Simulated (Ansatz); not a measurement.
One change: `FC[S][AlH2]` becomes `C[S][AlH2]`.

Ansatz, PBE0-D4/def2-TZVP geometries, multiplicity 1. Each molecule was computed in one conformer, which needn't be the lowest. `FC[S][AlH2]` holds a close contact that its SMILES doesn't draw: Al···F 2.00 Å.

```json
{"property": "ideal-gas entropy at 298 K and 1 bar (rigid rotor, harmonic PBE0-D4/def2-TZVP) / J/(mol·K)", "`FC[S][AlH2]`": "319"}
{"property": "HOMO energy (PBE/def2-TZVPP) / eV", "`FC[S][AlH2]`": "-5.78"}
{"property": "size of the dipole moment (ωB97M-V/def2-TZVPP) / D", "`FC[S][AlH2]`": "2.35"}
{"property": "HOMO energy (PBE0/def2-TZVPP) / eV", "`FC[S][AlH2]`": "-7.00"}
{"property": "LUMO energy (PBE0/def2-TZVPP) / eV", "`FC[S][AlH2]`": "-0.93"}
{"property": "size of the dipole moment (PBE/def2-TZVPP) / D", "`FC[S][AlH2]`": "2.30"}
```

Problem. What does the change do to each property? (Best estimate.)

Solution. Ansatz gave: 
```tsv
property	`C[S][AlH2]`	shift
ideal-gas entropy at 298 K and 1 bar (rigid rotor, harmonic PBE0-D4/def2-TZVP) / J/(mol·K)	310	-9
HOMO energy (PBE/def2-TZVPP) / eV	-6.09	-0.31
size of the dipole moment (ωB97M-V/def2-TZVPP) / D	1.39	-0.96
HOMO energy (PBE0/def2-TZVPP) / eV	-7.22	-0.22
LUMO energy (PBE0/def2-TZVPP) / eV	-1.28	-0.35
size of the dipole moment (PBE/def2-TZVPP) / D	1.43	-0.87
```

With PBE0 the HOMO falls by 0.22 eV and the LUMO falls by 0.35 eV, so the gap narrows by about 0.13 eV. PBE moves the HOMO by -0.31 eV and ωB97M-V by -0.21 eV. Dipoles are sizes alone; their direction can turn. Modes under 60 cm⁻¹, often nearly free rotors, make the harmonic entropy too high.
